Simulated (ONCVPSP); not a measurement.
**Transferability test, ONCV potential for calcium (Ca)**

Ca (Z = 20), optimised norm-conserving Vanderbilt (ONCV), made with ONCVPSP 4.0.1 (PBEsol, scalar-relativistic). Core [Ne], reference 3s2 3p6 4s2. Waves: 3s+4s: rc 1.95 bohr, ncon 4, nbas 7, qcut 4.8 1/bohr, 3 projectors, debl 1.1 Ha; 3p: rc 1.50 bohr, ncon 4, nbas 8, qcut 10.6 1/bohr, 3 projectors, debl 2.9 Ha; d scattering state at 0.11 Ha: rc 1.75 bohr, ncon 4, nbas 8, qcut 5.3 1/bohr, 2 projectors, debl 3.6 Ha. Local part: polynomial inside 0.95 bohr (lpopt 5, dvloc0 0 Ha). Core correction: none.

In the d channel the program set the typed energies aside and used -0.072, 3.528 Ha.

Energies are relative to the spin-unpolarised reference configuration 3s2 3p6 4s2; without spin polarisation the order of configurations can differ from experiment.

```
valence configuration  charge  ΔE all-electron (eV)  error AE − PS (meV)
          3s2 3p6 4s1      +1                 6.305                 -0.4
          3s2 3p6 4s0      +2                17.987                 -2.5
        3s2 3p6 4s1.5    +0.5                 2.504                 -0.1
```

(1) What are ΔE and the potential's error for 3s2 3p5 4s2?

Levels in the configuration 3s2 3p5 4s2:

```
level  all-electron (eV)  pseudo (eV)
   3s            -61.079      -61.171
   3p            -41.615      -41.553
   4s            -10.888      -10.890
```

Answers

(1) ΔE = 34.603 eV all-electron; the error (AE − PS) is +23 meV.
